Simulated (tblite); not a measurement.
Compound: C6H13O (doublet state).
Numbering: `[CH3:1][CH:2][CH2:3][C@H:4]([OH:5])[CH2:6][CH3:7]` (hydrogens: H8, H9, H10 on C1; H11 on C2; H12, H13 on C3; H14 on C4; H15 on O5; H16, H17 on C6; H18, H19, H20 on C7)

Computed with GFN2-xTB (tblite), gas phase: L-BFGS steps from a force-field or distance-geometry start until the largest atomic force falls under 0.01 eV/Å.

Step 44: E = -638.4236 eV
```
atom  x, y, z in Å  |  force x, y, z in eV/Å
C1     -3.0116    0.4886   -0.5421   -0.014   0.009  -0.043
C2     -1.6463   -0.0460   -0.7136   -0.014  -0.114  -0.006
C3     -0.8612   -0.4955    0.4533    0.035   0.008  -0.008
C4      0.6152   -0.7358    0.1166    0.029   0.033  -0.071
O5      1.2650   -1.4594    1.1392   -0.056   0.091   0.016
C6      1.3118    0.5962   -0.1981    0.074  -0.009  -0.001
C7      2.7621    0.3802   -0.6403    0.062   0.012   0.021
H8     -3.1536    1.3797   -1.1538   -0.065   0.096  -0.014
H9     -3.2118    0.7293    0.4989    0.009   0.053  -0.001
H10    -3.7634   -0.2345   -0.8721   -0.073  -0.043  -0.026
H11    -1.3283   -0.3424   -1.6988   -0.014   0.024  -0.004
H12    -0.9401    0.2555    1.2502    0.022  -0.042   0.070
H13    -1.2730   -1.4330    0.8635    0.016  -0.009  -0.011
H14     0.6863   -1.3692   -0.7717    0.000  -0.138   0.014
H15     1.1462   -0.9703    1.9625    0.086  -0.018  -0.004
H16     1.2889    1.2325    0.6925   -0.031  -0.050  -0.034
H17     0.7180    1.0766   -0.9810    0.149   0.102   0.097
H18     2.8360    0.2639   -1.7223   -0.042  -0.076   0.150
H19     3.1521   -0.5181   -0.1584   -0.037   0.072  -0.083
H20     3.4026    1.2125   -0.3468   -0.135  -0.003  -0.064
```

Step 45: E = -638.4276 eV
```
atom  x, y, z in Å  |  force x, y, z in eV/Å
C1     -3.0149    0.4900   -0.5432    0.073   0.030  -0.051
C2     -1.6513   -0.0468   -0.7099    0.086  -0.176  -0.080
C3     -0.8614   -0.5050    0.4504    0.041   0.068   0.012
C4      0.6181   -0.7372    0.1130   -0.047  -0.013  -0.010
O5      1.2617   -1.4561    1.1448   -0.006  -0.023  -0.207
C6      1.3164    0.5960   -0.1961   -0.054  -0.078   0.066
C7      2.7627    0.3802   -0.6449   -0.111   0.050   0.083
H8     -3.1494    1.3787   -1.1553   -0.084   0.158  -0.090
H9     -3.2113    0.7419    0.4923   -0.039   0.034   0.120
H10    -3.7650   -0.2308   -0.8735   -0.135  -0.084  -0.024
H11    -1.3277   -0.3318   -1.6975   -0.027   0.026   0.004
H12    -0.9349    0.2445    1.2484   -0.005  -0.033   0.108
H13    -1.2713   -1.4442    0.8624    0.044   0.027  -0.045
H14     0.6869   -1.3732   -0.7732    0.044  -0.140   0.013
H15     1.1395   -0.9646    1.9608    0.055   0.086   0.160
H16     1.2964    1.2174    0.7070   -0.015  -0.035  -0.099
H17     0.7162    1.0832   -0.9702    0.177   0.114   0.105
H18     2.8297    0.2443   -1.7187   -0.036  -0.106  -0.048
H19     3.1660   -0.4959   -0.1473    0.004  -0.118  -0.001
H20     3.3886    1.2201   -0.3717    0.035   0.214  -0.018
```

Problem. Estimate the geometry and energy of step 46. (The exact step hangs on the optimiser's Hessian estimate; all steps are aligned on step 45, rigid shifts and turns removed.)

Solution. E = -638.4330 eV, largest force 0.268 eV/Å
```
atom  x, y, z in Å  |  force x, y, z in eV/Å
C1     -3.0005    0.4990   -0.5463    0.093   0.050  -0.048
C2     -1.6391   -0.0403   -0.7134    0.136  -0.197  -0.111
C3     -0.8588   -0.5187    0.4459    0.006   0.088   0.013
C4      0.6243   -0.7426    0.1172   -0.101  -0.075   0.046
O5      1.2578   -1.4631    1.1545    0.001   0.072  -0.044
C6      1.3164    0.5955   -0.1834   -0.134  -0.083   0.080
C7      2.7535    0.3888   -0.6574    0.062   0.084   0.051
H8     -3.1363    1.3834   -1.1627   -0.093   0.156  -0.127
H9     -3.1859    0.7641    0.4868   -0.075   0.019   0.161
H10    -3.7510   -0.2261   -0.8645   -0.158  -0.073  -0.017
H11    -1.3112   -0.3140   -1.7037   -0.032   0.025   0.030
H12    -0.9368    0.2207    1.2536   -0.009  -0.047   0.101
H13    -1.2782   -1.4625    0.8430    0.093   0.066  -0.072
H14     0.7005   -1.3771   -0.7700    0.060  -0.128   0.022
H15     1.0952   -0.9932    1.9820    0.086  -0.007  -0.040
H16     1.3054    1.2044    0.7288    0.005  -0.034  -0.116
H17     0.6978    1.0867   -0.9412    0.212   0.132   0.097
H18     2.7875    0.1827   -1.7298    0.010  -0.063   0.233
H19     3.1898   -0.4479   -0.1068   -0.043   0.076  -0.156
H20     3.3643    1.2710   -0.4551   -0.117  -0.064  -0.104
```

The energy changes by -0.0054 eV. The first-order estimate −F·Δx gives -0.0109 eV and the mean of the old and new forces, exact on a quadratic surface, -0.0040 eV. The step makes an angle of 85° with the force vector and moves no atom by more than 0.101 Å.

The cost below is that of the whole relaxation. On an Arm Neoverse V1 with one thread, shared host with 32 logical CPUs at a one-minute load of 13, this took 1.1 s of wall time.
